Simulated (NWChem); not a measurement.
# What each level costs for CuI

SMILES: [I][Cu]
```xyz
2

Cu     0.0000     0.0000    -1.5331
I      0.0000     0.0000     0.8389
```
Charge 0, spin multiplicity 1.

All runs are NWChem calculations. All single points use one geometry, from PBE/def2-SVP with def2 effective core potentials on I, a minimum by its harmonic frequencies.

Basis set: def2-SVP (57 functions). Each entry is one whole single-point run; the coupled-cluster runs use the TCE module, and the SCF and DFT modules converge to different thresholds.

Effective core potentials replace the inner electrons of I; spin-orbit coupling is left out. The correlated methods keep 13 core orbitals frozen. B3LYP has NWChem's definition, with VWN1-RPA local correlation. The structure started from a generated list of species.

Roughly how much processor time does each of these take, relative to RHF: MP2, B2PLYP, PBE, B3LYP, BHandHLYP, CR-CCSD(T)?

BHandHLYP about the same, within a factor of 3; MP2 about the same, within a factor of 3; B3LYP about the same, within a factor of 3; B2PLYP about 3; PBE about 4; CR-CCSD(T) about 8 (rough ratios from shared machines).
